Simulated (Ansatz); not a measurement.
```xyz
8

C     0.0000    0.0000   -0.8203
C     0.0000    0.0000    0.8203
H     0.0000   -1.1059   -1.2583
H    -0.9577    0.5529   -1.2583
H     0.9577    0.5529   -1.2583
H     0.0000    1.1059    1.2583
H    -0.9577   -0.5529    1.2583
H     0.9577   -0.5529    1.2583
```

Basis set: 6-31G* (spherical functions). Correlated methods keep 2 orbitals frozen. Charge 0, multiplicity 1.

Computed with Ansatz (development build ahead of 0.2.0); each method stands on the lowest determinant of its kind that the runs found. Restricted open shells among the atoms or ions are ROHF, correlated in semicanonical orbitals with singles.

Task: Give the atomization energy at this shape (free ground-state atoms in the same class of orbitals less the molecule, no zero-point energy) of singlet C2H6 by RHF-MP2, RHF.

Result:

| method | atomization energy |
| --- | --- |
| RHF-MP2 | 27.30 eV |
| RHF | 22.88 eV |

Caution: no unrestricted run beside it, a lower state can exist; the shape is not the minimum.
